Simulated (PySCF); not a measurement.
Isomers of C4H13NOSi2. The calculation used PySCF, TDDFT CAM-B3LYP/def2-SVPD, vertical, gas phase, core orbitals frozen in the response. Geometries: PBE0-D3(BJ)/def2-SVP; one conformer of each isolated species. Triplets are in the Tamm–Dancoff approximation.

A. `CN(C)[Si@H]1CC[SiH2]O1`
B. `[H]/N=C\[SiH2]O[Si](C)(C)C`
C. `COC[Si@H]1CC[SiH2]N1`

Lowest singlet levels (six at most, fewer where fewer were computed) with oscillator strengths:

1. 207 nm (f 0.014); 202 nm (f 0.006); 182 nm (f 0.053); 177 nm (f 0.009); 171 nm (f 0.009); 168 nm (f 0.009); T1 5.85 eV
2. 194 nm (f 0.009); 177 nm (f 0.015); 173 nm (f 0.029); 168 nm (f 0.024); 164 nm (f 0.035); 162 nm (f 0.021); T1 6.07 eV
3. 281 nm (f 0.000); 191 nm (f 0.012); 173 nm (f 0.029); 167 nm (f 0.023); 164 nm (f 0.018); 163 nm (f 0.020); T1 3.56 eV

Problem. Match each spectrum to its molecule.

Solution. 1 = A, 2 = C, 3 = B.
- A: S1 at 5.98 eV, HOMO→LUMO (67%), HOMO→LUMO+2 (17%); Löwdin shares by element: HOMO nitrogen 53%, carbon 17% or more, silicon 7% or more (atoms not listed hold the other 22%); LUMO silicon 22%, carbon 18% or more (atoms not listed hold the other 60%); HOMO -7.69 and LUMO 1.16 eV.
- B: S1 at 4.41 eV, HOMO→LUMO (97%); Löwdin shares by element: HOMO nitrogen 49%, carbon 20% or more, silicon 10% or more, hydrogen 7% or more; LUMO nitrogen 36%, carbon 35% or more, silicon 13% or more, hydrogen 6% or more; HOMO -8.56 and LUMO 0.36 eV.
- C: S1 at 6.39 eV, HOMO→LUMO (67%), HOMO→LUMO+2 (22%); Löwdin shares by element: HOMO nitrogen 48%, silicon 21%, hydrogen 7% or more (atoms not listed hold the other 24%); LUMO silicon 33%, hydrogen 12% or more, carbon 8% or more (atoms not listed hold the other 47%); HOMO -8.44 and LUMO 1.16 eV.

Without π bonds the low states are Rydberg-like; a valence basis with one diffuse set may place them up to an eV too high.
